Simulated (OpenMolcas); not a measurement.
## SnSiH6 (SMILES [SiH3][SnH3]): the electronic atomisation energy, rung by rung

The species is SnSiH6 (8 atoms), meant as a singlet with charge 0. As SMILES, `[SiH3][SnH3]`. The coordinates come from a PBE0-D4/def2-TZVP relaxation.

Each level gives the electronic atomisation energy (eV). The values are calculated. Electronic energies at fixed atoms, without zero-point motion or spin-orbit coupling.

| level | kind | program | value (eV) | CPU time (all runs) |
| --- | --- | --- | --- | --- |
| HF/def2-SVPD (core potential) | Hartree–Fock | OpenMolcas | 15.39 | 40 s |
| SVWN5/def2-SVPD (core potential) | LDA | OpenMolcas | 22.72 | 51 s |
| BLYP/def2-SVPD (core potential) | GGA | OpenMolcas | 19.91 | 82 s |
| revPBE/def2-SVPD (core potential) | GGA | OpenMolcas | 19.54 | 90 s |
| M06-L/def2-SVPD (core potential) | meta-GGA | OpenMolcas | 20.77 | 1.9 min |
| TPSS/def2-SVPD (core potential) | meta-GGA | OpenMolcas | 21.13 | 74 s |
| B3LYP/def2-SVPD (core potential) | global hybrid | OpenMolcas | 20.31 | 97 s |
| M06-2X/def2-SVPD (core potential) | hybrid meta-GGA | OpenMolcas | 19.90 | 1.8 min |

The values span 15.39 to 22.72 eV. CPU times are rough (shared hosts, several kinds of processor): they show what a rung costs within a factor of a few.
